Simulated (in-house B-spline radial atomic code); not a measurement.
LC-wPBE excitations of the arsenic ion As³⁺

Method: LC-wPBE. Computed with a B-spline radial code for spherical atoms: linear response of the closed shell [Ar] 3d10 4s2 with the functional's adiabatic kernel; scalar-relativistic (spin-free one-electron X2C), finite nucleus, no spin-orbit coupling, no double excitations, S, P, D and F terms only; shells from n = 2 respond. Only terms of natural parity with L up to 3 were computed.

Command:
```bash
python run_td.py task.json out
```
Settings (radii: box in bohr, nucleus in fm):
```
Z                        33
electrons                30
configuration            [Ar] 3d10 4s2
hamiltonian              x2c
method                   lc_wpbe
box_radius               23.08
rms_radius               4.0968
intervals                72
```

Run time, properties included: 2.7 s on 1 thread of Arm Neoverse N1 (shared host).

The lowest states, in the order of their Tamm-Dancoff energies; the method's threshold (minus the highest occupied level) is 48.72 eV. Labels give the largest channel, * marks a mixed state, and oscillator strengths are full-response dipole values. Semilocal kernels can invert the small singlet-triplet splittings of Rydberg terms. Energies in eV:

```csv
state,full response,Tamm-Dancoff,oscillator strength
4s → 4p 3P,?,?,-
4s → 4p 1P,13.821,14.317,1.62
4s → 4d 3D,25.642,25.672,-
4s → 4d 1D,?,?,-
4s → 5s 3S,26.949,26.953,-
4s → 5s 1S,27.739,27.769,-
4s → 5p 3P,30.52,30.53,-
4s → 5p 1P,30.93,30.97,0.0193
4s → 4f 3F,35.04,35.05,-
4s → 4f 1F,35.17,35.17,-
```

Task: Where does 4s → 4p 3P lie?

Result: At 9.305 eV in full response, 9.551 eV in Tamm-Dancoff.

Task: Where does 4s → 4d 1D lie?

Result: At 26.674 eV in full response, 26.691 eV in Tamm-Dancoff.

Task: How large is the singlet-triplet splitting of 4s → 4p (P terms) in Tamm-Dancoff?

Result: 4.77 eV, from the unrounded values.

Task: What polarisabilities and dispersion coefficient does the method give?

Result: Dipole 7.029 bohr³, quadrupole 14.27 bohr⁵, C6 22.36 hartree·bohr⁶ for two such species.
